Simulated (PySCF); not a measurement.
How methods differ on the excitation energy of Zn⁺

Zn⁺ [Ar] 3d10 4s1 (2S) → Zn⁺ [Ar] 3d10 4d1 (2D), as a difference of total energies. All numbers are calculated (PySCF 2.14, scalar relativity by spin-free X2C-1e, in aug-cc-pVDZ-DK (7s6p4d2f, 59 functions)). Correlated levels: valence: [Ar] frozen. The calculations carry no spin-orbit coupling.

```json
{"method": "UHF", "excitation energy (eV)": "11.813"}
{"method": "MP2 (valence)", "excitation energy (eV)": "12.690"}
{"method": "SCS-MP2 (valence)", "excitation energy (eV)": "12.556"}
{"method": "CCSD (valence)", "excitation energy (eV)": "12.584"}
{"method": "CCSD(T) (valence)", "excitation energy (eV)": "12.613"}
```

**Question.** How much does correlation contribute at CCSD(T) (valence)?

**Answer.** 12.613 − (11.813) = 0.800 eV, measured against UHF.

Errors of the correlated levels include the incompleteness of this basis and the frozen core.

The promoted electron is Rydberg-like, and one or two diffuse shells describe it only roughly, which tends to raise the upper state.

For comparison: 12.019 eV (measured; NIST levels, between the centres of gravity of the two terms).
